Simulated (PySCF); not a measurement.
Computed shifts of a molecule C4H6ClF, PBE/pcSseg-1 (PySCF), GIAO, gas phase, equivalent atoms averaged, in ppm (number of nuclei): ¹³C: 82.2 (1), 49.1 (1), 26.3 (1), 25.0 (1). ¹⁹F: -228.2 (1). ¹H: 2.94 (1), 1.75 (3), 1.23 (2). References: ¹³C against TMS (σ = 182.0 ppm); ¹⁹F against CFCl3 (σ = 133.6 ppm); ³⁵Cl against HCl (σ = 936.5 ppm); ¹H against TMS (σ = 31.49 ppm), references at their B3LYP-D3(BJ)/def2-TZVP geometries, non-relativistic (without spin–orbit terms, shifts of atoms bonded to Cl or Br come out too high). Coordinates come from a B3LYP-D3(BJ)/def2-SVP optimisation. One conformer was computed; it need not be the lowest.

**Question.** Which structure fits?
A) CC(C)=C(F)Cl
B) F[C@H]1C[C@@H](Cl)C1
C) C[C@]1(F)C[C@H]1Cl
D) F[C@H](Cl)C1CC1

**Answer.** C, C[C@]1(F)C[C@H]1Cl
